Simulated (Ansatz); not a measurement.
Calculated with Ansatz (gas phase, PBE0-D4/def2-TZVP geometries, no zero-point term in ΔE). CCSD(T)/CBS adds triple-zeta CCSD(T) − MP2 to the extrapolated MP2 energy (def2 sets, frozen cores). This one scheme is used for every species. DFT in def2-TZVPP. Each species was taken in one conformer, which may not be the lowest.

`N[SiH](O)[SiH2]O` + `N[SiH3]` → `N[SiH](O)N[SiH3]` + silanol  (cleavage of the Si–Si bond)

`N[SiH](O)[SiH2]O`:

```xyz
12

N     1.058    1.435    0.956
Si    0.771    0.138   -0.116
O     0.247    0.523   -1.651
Si   -1.080   -1.143    0.542
O    -1.926   -1.502   -0.833
H     0.320    1.990    1.355
H     1.963    1.860    1.072
H     2.090   -0.547   -0.222
H     0.842    0.997   -2.235
H    -0.709   -2.411    1.225
H    -1.923   -0.364    1.498
H    -1.654   -0.976   -1.591
```

`N[SiH3]`:

```xyz
7

N     0.497    0.938   -0.102
Si   -0.401   -0.519    0.070
H     0.908    1.168   -0.992
H     1.085    1.252    0.653
H    -1.373   -0.591   -1.051
H     0.395   -1.783    0.049
H    -1.112   -0.466    1.373
```

`N[SiH](O)N[SiH3]`:

Z-matrix (Å, degrees):
```
Si
O 1 1.647
N 1 1.719 2 106.0
N 1 1.705 2 119.2 3 -119.9
H 1 1.479 2 102.8 3 122.7
H 2 0.959 1 117.9 3 58.0
Si 3 1.728 1 127.2 2 21.9
H 3 1.009 1 116.3 2 -168.1
H 4 1.007 1 121.9 2 74.3
H 4 1.007 1 121.0 2 -78.1
H 7 1.487 3 113.2 1 59.0
H 7 1.489 3 111.2 1 -61.9
H 7 1.487 3 107.5 1 179.3
```

`O[SiH3]`:

```xyz
6

O    -0.832   -0.062    0.973
Si    0.217   -0.149   -0.295
H    -0.986    0.797    1.367
H    -0.238    0.682   -1.443
H     0.258   -1.575   -0.691
H     1.581    0.308    0.088
```

CCSD(T)/CBS gives -23.1 kcal/mol.

Question: Another level gave -25.2 kcal/mol. Which?
A. revPBE/def2-TZVPP
B. r2SCAN/def2-TZVPP
C. HF/def2-TZVPP
D. MP2/def2-TZVPP

Answer: D. MP2/def2-TZVPP -25.2, r2SCAN -21.5, HF/def2-TZVPP -26.9, revPBE -16.4 kcal/mol.

Largest T1 diagnostic among the species: 0.012.

Leaving LDA and LC-ωPBE aside and taking each functional with its dispersion term where it has one, the values, not all of them listed here, spread over 7.0 kcal/mol, from BHLYP-D4 to PBE-D4. LDA lies −1.3 kcal/mol from PBE without D4. From BLYP to BHLYP (50 % exact exchange), in def2-TZVPP and without D4, ΔE moves by −4.4 kcal/mol.

CCSD(T)/CBS has its own doubt, a few kJ/mol and more with outer-core shells, so smaller differences from it don't rank the levels.
